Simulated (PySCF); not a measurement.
CdI, SMILES [Cd][I] (connectivity only; charge and spin as stated), neutral, multiplicity 2. Coordinates come from a B3LYP-D3(BJ)/def2-TZVP optimisation. The spin state was assumed, not searched. The def2 effective core potentials stand for the cores of Cd, I; spin–orbit coupling is left out.

The numbers are results of B3LYP-D3(BJ)/def2-TZVP in PySCF, not measurements.

Harmonic wavenumbers (cm⁻¹): 151. Rotational constants (GHz): 1.116 (linear); symmetry number 1.

**Question.** Work out the zero-point energy and the ideal-gas rigid-rotor harmonic-oscillator thermochemistry at 298.15 K and 1 atm.

**Answer.** ZPE = ½ Σ hcν = ½ × 151 cm⁻¹ = 0.22 kcal/mol. H − E(el) = 2.69 kcal/mol. Entropy in cal/(mol K): translation 42.32, rotation 19.13, vibration 2.66, spin 1.38, total 65.48. G − E(el) = -16.83 kcal/mol. Cp = 8.86 cal/(mol K).
